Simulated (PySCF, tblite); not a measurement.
CH16Si6.
Geometry (GFN2-xTB, Å), atoms numbered from 1 in this order:
```
atom  x, y, z in Å
Si1   -3.2038    1.8472   -0.0028
C2    -1.6161    0.8545   -0.3065
Si3   -1.2485   -0.5461    0.9305
Si4    0.8355   -1.4661    0.4298
Si5    0.7339   -3.5225   -0.6560
Si6    2.2311    0.0856   -0.6340
Si7    2.5523    2.1199    0.4182
H8    -4.3670    0.9664   -0.1223
H9    -3.1631    2.4391    1.3357
H10   -3.3131    2.9217   -0.9951
H11   -1.6532    0.4309   -1.3113
H12   -0.7730    1.5478   -0.3085
H13   -2.3490   -1.5186    0.8421
H14   -1.3313    0.0221    2.2827
H15    1.4873   -1.7373    1.7365
H16    2.0482   -4.1440   -0.8331
H17    0.1640   -3.3780   -1.9986
H18   -0.0943   -4.5139    0.0364
H19    1.6854    0.3247   -1.9835
H20    3.5385   -0.5277   -0.9249
H21    3.3535    3.0922   -0.3307
H22    1.2684    2.7773    0.6888
H23    3.2095    1.9517    1.7168
```

Jobs on this species (23 atoms, 106 electrons) with PySCF (density fitting) and tblite. Hardware of each: Arm Neoverse V1, one thread, on a shared host. Times come from a shared host and carry two figures at best.

Question: Rank these jobs by wall time, shortest first.
A. GFN2-xTB; Hessian by finite differences
B. PBE0/pcSseg-1; shieldings, charges and field gradients; 241 basis functions
C. GFN2-xTB; L-BFGS relaxation

Answer: A (1.9 s), C (3.4 s), B (67 s).

All jobs:

```json
{"level and settings": "GFN2-xTB", "work": "Hessian by finite differences", "basis functions": "–", "SCF cycles": "–", "wall time": "1.9 s"}
{"level and settings": "GFN2-xTB", "work": "L-BFGS relaxation", "basis functions": "–", "SCF cycles": "–", "wall time": "3.4 s"}
{"level and settings": "PBE0/pcSseg-1", "work": "shieldings, charges and field gradients", "basis functions": "241", "SCF cycles": "12", "wall time": "67 s"}
```

Q: What do all jobs in the table cost together?

A: About 72 s; the longest takes about 93 % of that, and about 35 times as long as the shortest.
